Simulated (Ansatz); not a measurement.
As7⁻, relaxed as a singlet with RKS PBE0-D4/def2-SVPD in Ansatz, starting from the GFN1-xTB geometry. Force threshold 0.02 eV/Å.

Another isomer (singlet) lies 1.67 eV lower at PBE0-D4/def2-SVP; other spin states weren't run for this one.

Start:

```xyz
7

As    0.981   -2.333    1.147
As   -0.501    0.796   -0.464
As    1.165    2.381   -0.697
As    0.381   -1.347   -0.981
As   -1.200   -2.520    1.696
As   -1.955   -1.467   -0.253
As    1.129    4.490   -0.448
```

```json
{"step": "1", "energy (eV)": "-425790.3040", "largest force component (eV/Å)": "1.541", "SCF passes": "22"}
{"step": "2", "energy (eV)": "-425790.5034", "largest force component (eV/Å)": "0.883", "SCF passes": "32"}
{"step": "3", "energy (eV)": "-425790.5987", "largest force component (eV/Å)": "0.549", "SCF passes": "30"}
{"step": "4", "energy (eV)": "-425790.6608", "largest force component (eV/Å)": "0.605", "SCF passes": "34"}
{"step": "5", "energy (eV)": "-425790.6737", "largest force component (eV/Å)": "0.500", "SCF passes": "31"}
{"step": "6", "energy (eV)": "-425790.7316", "largest force component (eV/Å)": "0.193", "SCF passes": "27"}
{"step": "7", "energy (eV)": "-425790.7811", "largest force component (eV/Å)": "0.153", "SCF passes": "31"}
{"step": "8", "energy (eV)": "-425790.8322", "largest force component (eV/Å)": "0.273", "SCF passes": "31"}
{"step": "9", "energy (eV)": "-425790.8998", "largest force component (eV/Å)": "0.298", "SCF passes": "30"}
{"step": "10", "energy (eV)": "-425790.9682", "largest force component (eV/Å)": "0.424", "SCF passes": "31"}
{"step": "11", "energy (eV)": "-425791.0189", "largest force component (eV/Å)": "0.589", "SCF passes": "35"}
{"step": "13", "energy (eV)": "-425791.1280", "largest force component (eV/Å)": "0.239", "SCF passes": "32"}
{"step": "15", "energy (eV)": "-425791.1436", "largest force component (eV/Å)": "0.108", "SCF passes": "28"}
{"step": "17", "energy (eV)": "-425791.1645", "largest force component (eV/Å)": "0.091", "SCF passes": "28"}
{"step": "19", "energy (eV)": "-425791.1911", "largest force component (eV/Å)": "0.433", "SCF passes": "31"}
{"step": "21", "energy (eV)": "-425791.2694", "largest force component (eV/Å)": "0.709", "SCF passes": "31"}
{"step": "23", "energy (eV)": "-425791.4568", "largest force component (eV/Å)": "0.686", "SCF passes": "30"}
{"step": "25", "energy (eV)": "-425791.6413", "largest force component (eV/Å)": "0.225", "SCF passes": "29"}
{"step": "27", "energy (eV)": "-425791.6518", "largest force component (eV/Å)": "0.079", "SCF passes": "24"}
{"step": "29", "energy (eV)": "-425791.6548", "largest force component (eV/Å)": "0.044", "SCF passes": "25"}
{"step": "31", "energy (eV)": "-425791.6565", "largest force component (eV/Å)": "0.036", "SCF passes": "25"}
{"step": "33", "energy (eV)": "-425791.6570", "largest force component (eV/Å)": "0.018", "SCF passes": "26"}
```

Force components are those of the run's own axes.

End:

Cartesian coordinates in Å:
```
As 0.377 -2.818 1.221
As 0.657 0.935 0.239
As 0.982 2.630 -1.555
As 0.776 -2.120 -0.967
As -1.334 -1.289 1.628
As -1.066 -0.529 -0.684
As -0.392 3.192 0.119
```

Bonds lost: As2–As4 (atoms count from 1). Bonds formed: As2–As7 (atoms count from 1).

No frequencies were taken in this run, so the end may be a saddle point.

It took 4.1 min on 4 threads of AMD EPYC 9B45 on a shared host, peak host memory 1.6 GiB.
